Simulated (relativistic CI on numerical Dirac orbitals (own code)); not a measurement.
# Cr⁴⁺: 3p photoemission

Computed with this model: Dirac-Coulomb-Breit CI, orbitals from a KLI potential per configuration, QED by a radiative potential, valence Slater integrals scaled by 0.7, multiplet model of photoemission in the sudden approximation; configurations [Ar] 3d2 → [Ne] 3s2 3p5 3d2; 300 K; Lorentzian 0.56 eV and Gaussian 0.6 eV FWHM. Energies are those of the free ion, without screening or charge transfer. The energies are binding energies and can lie tens of eV above those of solids. S is read from ⟨S²⟩ = S(S + 1).

Field parameters in Wybourne normalisation: D3d B²₀ = −7Dσ, B⁴₀ = −14Dq − 21Dτ, B⁴₃ = −14√(10/7) Dq. The field is a parameter set, without covalency.

free ion: ground-state S = 1.00, centroid 113.98 eV. Peaks (eV, height): 109.8 (41), 111.9 (100), 112.7 (78), 114.6 (37), 122.9 (17), 128.0 (17).

D3d, 10Dq = 27700, Dσ = -1200, Dτ = -350 cm⁻¹: ground-state S = 1.00, centroid 113.99 eV. Peaks (eV, height): 110.4 (81), 112.1 (100), 115.2 (25), 116.3 (27), 118.9 (8), 126.0 (11), 129.4 (11).

D3d, 10Dq = 27700, Dσ = -720, Dτ = -350 cm⁻¹: ground-state S = 1.00, centroid 113.99 eV. Peaks (eV, height): 110.3 (73), 112.1 (100), 115.1 (24), 116.3 (26), 119.2 (8), 126.0 (11), 129.4 (11).

D3d, 10Dq = 27700, Dσ = -240, Dτ = -350 cm⁻¹: ground-state S = 1.00, centroid 113.99 eV. Peaks (eV, height): 110.3 (64), 112.0 (100), 115.0 (23), 116.2 (25), 119.2 (7), 125.9 (11), 129.3 (10).

D3d, 10Dq = 27700, Dσ = 240, Dτ = -350 cm⁻¹: ground-state S = 1.00, centroid 113.99 eV. Peaks (eV, height): 110.2 (56), 111.9 (100), 116.1 (24), 119.2 (7), 125.9 (11), 129.2 (10).

D3d, 10Dq = 27700, Dσ = 720, Dτ = -350 cm⁻¹: ground-state S = 1.00, centroid 113.99 eV. Peaks (eV, height): 110.1 (49), 111.9 (100), 116.1 (22), 119.2 (6), 125.8 (11), 129.1 (9).

Strongest unbroadened transitions for D3d, 10Dq = 27700, Dσ = -1200, Dτ = -350 cm⁻¹:

| Energy (eV) | Relative strength |
| --- | --- |
| 110.27 | 100.0 |
| 110.33 | 90.9 |
| 110.38 | 78.0 |
| 110.44 | 61.7 |
| 111.83 | 73.7 |
| 111.85 | 61.8 |
| 111.90 | 46.2 |
| 111.98 | 58.5 |
| 112.07 | 43.2 |
| 112.40 | 36.1 |
| 112.42 | 75.1 |
| 112.45 | 81.6 |
| 113.17 | 26.9 |
| 113.52 | 22.9 |
| 115.26 | 32.0 |
| 116.36 | 23.1 |
| 129.40 | 23.8 |
| 129.43 | 21.9 |
